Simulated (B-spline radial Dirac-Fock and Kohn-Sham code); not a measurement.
**Auger decay of the 3s hole in Bi⁵⁺**

System: Bi⁵⁺, configuration [Xe] 4f14 5d10.

The run's input, task.json:

```json
{"items": [{
  "Z": 83,
  "q": 5,
  "cfg": [[1, 0, 2], [2, 0, 2], [2, 1, 6], [3, 0, 2], [3, 1, 6], [3, 2, 10], [4, 0, 2], [4, 1, 6], [4, 2, 10], [4, 3, 14], [5, 0, 2], [5, 1, 6], [5, 2, 10]],
  "A": 209,
  "rrms": 5.5211,
  "do": ["binding", "quiet", "decay"],
  "holes": ["K", "L1", "L2", "L3", "M1", "M2", "M3", "M4", "M5", "N1", "N2", "N3", "N4", "N5", "N6", "N7"]
}]}
```

Run with: `python xray_run.py task.json out`

Level of theory: independent-particle rates on relativistic LDA orbitals of the hole state (multipoles up to L = 3, Coulomb Auger matrix elements, transition energies from Dirac-Fock); a B-spline atomic structure program. Kinetic energies are configuration averages from the vacuum level; the two-hole energies are estimated from single-hole states.

| transition | kinetic energy (eV) | width (meV) | share (%) |
| --- | --- | --- | --- |
| M1-M3N3 | 33.34 | 1170 | 6.3 |
| M1-M2N6 | 38.29 | 406 | 2.2 |
| M1-M2N7 | 43.14 | 526 | 2.8 |
| M1-M2O1 | 46.64 | 254 | 1.4 |
| M1-M2O2 | 95.50 | 248 | 1.3 |
| M1-M2O3 | 121.2 | 324 | 1.7 |
| M1-M3N4 | 248.1 | 347 | 1.9 |
| M1-M4N1 | 261.3 | 501 | 2.7 |
| M1-M3N5 | 273.1 | 610 | 3.3 |
| M1-M5N1 | 369.6 | 700 | 3.8 |
| M1-M3N6 | 556.1 | 3730 | 20.0 |
| M1-M3N7 | 562.4 | 4610 | 24.7 |
| M1-M4N5 | 765.9 | 223 | 1.2 |
| M1-M5N4 | 849.3 | 252 | 1.4 |
| M1-M5N5 | 875.2 | 353 | 1.9 |
| M1-M5N7 | 1165.0 | 329 | 1.8 |

Coster-Kronig rates are the weakest part of this model and often come out 1.5 to 2.5 times too large. The listed channels hold 78 % of the non-radiative rate. Summed by principal shells, of 18.7 eV in all: MMN 80.4 %, MMO 12.5 %, MNN 5.8 %, MNO 1.2 %.

Values without a named source are computed, but for edge energies of neutral atoms, which are taken from tables.
